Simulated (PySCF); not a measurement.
C4H7F3Si.
SMILES: `FC(F)(F)/C=C\C[SiH3]`

Torsions of this conformer, `[F:1][C:2]([F:3])([F:4])/[CH:5]=[CH:6]\[CH2:7][SiH3:8]`: F1–C2–C5–C6 -55°, C5–C6–C7–Si8 101°.

The closed-shell ground state was solved at several levels (PySCF, density fitting, gas phase, non-relativistic). One conformer (not necessarily the lowest) at the PBE0-D3(BJ)/def2-SVP geometry, without solvent, vibrations or thermal averaging.

```
              level  basis functions  HOMO (eV)  LUMO (eV)  gap (eV)  dipole (D)
        HF/pcSseg-1              178     -10.39       3.04     13.43        2.81
CAM-B3LYP/def2-SVPD              229      -9.20       0.22      9.42        2.62
```

Question: Estimate the row for PBE0/pcSseg-1, a basis of 178 functions; the other rows only guide the guess.

Answer: HOMO -7.86 eV, LUMO -0.81 eV, gap 7.05 eV, dipole 2.44 D.

Question: Over all these levels, which gives the widest orbital gap and which the narrowest?

Answer: HF/pcSseg-1 (Hartree–Fock, all exact exchange) has the widest, 13.43 eV, and PBE0/pcSseg-1 (global hybrid, 25 % exact exchange) the narrowest, 7.05 eV. The two share the basis. From the narrowest to the widest the HOMO moves by -2.53 eV and the LUMO by +3.85 eV.

Question: How far do the dipole and the HOMO energy spread over the levels?

Answer: The dipole runs from 2.44 to 2.81 D (mean 2.62 D) and the HOMO from -10.39 to -7.86 eV.
